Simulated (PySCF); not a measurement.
Species: C3H2BBrCl2.
Z-matrix (Å and degrees, PBE0-D3(BJ)/def2-SVP geometry), rows numbered from 1:
```
Cl
B   1  1.7509
Cl  2  1.7500  1  119.64
C   2  1.5197  1  119.97  3  -179.89
C   4  1.3099  2  150.98  1     1.92
Br  5  1.8272  4  147.83  2    -0.10
C   5  1.4721  4   66.59  2   179.51
H   7  1.1002  4  119.30  5   106.15
H   7  1.1002  4  119.23  5  -106.08
```

The calculation used PBE0-D3(BJ)/def2-SVP geometry optimisation, gas phase (PySCF 2.14.0).

Take the most abundant isotopes and a rigid rotor. The values belong to one conformer with, in the numbering `[Cl:1][B:2]([Cl:3])[C:4]1=[C:5]([Br:6])[CH2:7]1`, Cl1–B2–C4–C5 2°.

Question: What are A, B and C (MHz)?

Answer: Ia = 220.23, Ib = 998.48, Ic = 1215.16 u·Å²; 505379 MHz·u·Å²/I gives A = 2295, B = 506.1, C = 415.9 MHz.

Question: Classify the top.

Answer: A near-prolate asymmetric top; Ray's κ = -0.904.

Question: What does the inertial defect say?

Answer: Not planar: Δ = Ic − Ia − Ib = -3.55 u·Å². For a rigid frame Δ = −2 Σ m c², so Σ m c² = 1.78 u·Å² lies off the ab plane: 1.72 from hydrogen and 0.06 from heavier atoms. The atom farthest from that plane is 0.97 Å away.

Question: Give the other two planar moments, Paa and Pbb, and the rms extents of the mass along the axes.

Answer: Paa = Σ m a² = (Ib + Ic − Ia)/2 = 996.71 and Pbb = Σ m b² = (Ia + Ic − Ib)/2 = 218.46 u·Å². With the mass M = 197.88 u, the rms extents √(P/M) along a, b and c are 2.24, 1.05, 0.09 Å.

Question: Give the coordinates in the principal-axis frame, origin at the centre of mass.

Answer: The sense of each axis is arbitrary; atoms in the order of the calculation.
| atom | mass (u) | a (Å) | b (Å) | c (Å) |
| --- | --- | --- | --- | --- |
| Cl1 | 34.969 | 1.758 | 1.804 | 0.015 |
| B2 | 11.009 | 1.783 | 0.053 | 0.005 |
| Cl3 | 34.969 | 3.316 | -0.790 | -0.023 |
| C4 | 12.000 | 0.478 | -0.725 | 0.019 |
| C5 | 12.000 | -0.831 | -0.766 | 0.016 |
| Br6 | 78.918 | -2.407 | 0.158 | -0.009 |
| C7 | 12.000 | -0.205 | -2.098 | 0.038 |
| H8 | 1.008 | -0.202 | -2.712 | -0.875 |
| H9 | 1.008 | -0.208 | -2.683 | 0.969 |

Question: Where do the levels up to J = 4 lie, in K?

Answer: Above 0(0,0), as E/k:
J = 1: 1(0,1) 0.044, 1(1,1) 0.130, 1(1,0) 0.134
J = 2: 2(0,2) 0.133, 2(1,2) 0.214, 2(1,1) 0.227, 2(2,1) 0.485, 2(2,0) 0.485
J = 3: 3(0,3) 0.265, 3(1,3) 0.340, 3(1,2) 0.366, 3(2,2) 0.618, 3(2,1) 0.618, 3(3,1) 1.058, 3(3,0) 1.058
J = 4: 4(0,4) 0.440, 4(1,4) 0.508, 4(1,3) 0.552, 4(2,3) 0.794, 4(2,2) 0.797, 4(3,2) 1.235, 4(3,1) 1.235, 4(4,1) 1.851, 4(4,0) 1.851
Those of J = 1 are B + C, A + C and A + B.

Question: Predict some low-J microwave lines.

Answer: The dipole components are |μa| = 1.29 D, |μb| = 0.83 D, |μc| = 0.01 D. Intensities carry the squares of the components, which stand as 1.00 : 0.42 : 0.00 (a : b : c). Some of the stronger lines:

```csv
type,branch,"J(Ka,Kc)",MHz,lower level (cm⁻¹)
a,Q,"3(1,2) ← 3(1,3)",541,0.237
a,R,"1(0,1) ← 0(0,0)",922,0.000
a,R,"2(1,2) ← 1(1,1)",1754,0.090
b,Q,"1(1,0) ← 1(0,1)",1879,0.031
a,R,"3(0,3) ← 2(0,2)",2753,0.092
a,R,"3(2,2) ← 2(2,1)",2766,0.337
a,R,"3(2,1) ← 2(2,0)",2779,0.337
a,R,"4(3,1) ← 3(3,0)",3695,0.735
b,R,"3(1,3) ← 2(0,2)",4330,0.092
a,R,"5(1,5) ← 4(1,4)",4371,0.353
a,R,"5(2,4) ← 4(2,3)",4603,0.552
a,R,"5(4,2) ← 4(4,1)",4618,1.286
a,R,"5(4,1) ← 4(4,0)",4618,1.286
b,Q,"4(2,2) ← 4(1,3)",5106,0.383
b,Q,"2(2,1) ← 2(1,2)",5637,0.149
b,R,"5(1,5) ← 4(0,4)",5794,0.306
b,Q,"4(2,3) ← 4(1,4)",5958,0.353
b,R,"2(2,0) ← 1(1,1)",7394,0.090
b,R,"3(2,2) ← 2(1,1)",8132,0.158
b,R,"5(2,4) ← 4(1,3)",9659,0.383
b,Q,"5(4,1) ← 5(3,2)",12825,1.013
b,R,"4(3,2) ← 3(2,1)",12849,0.430
b,R,"5(3,3) ← 4(2,2)",13751,0.554
b,R,"5(4,1) ← 4(3,2)",17448,0.858
```

No frequency check. No vibrational averaging or centrifugal distortion is included, and the geometry carries the error of its method. Quadrupole hyperfine structure (11B, 35Cl, 79Br) is left out.
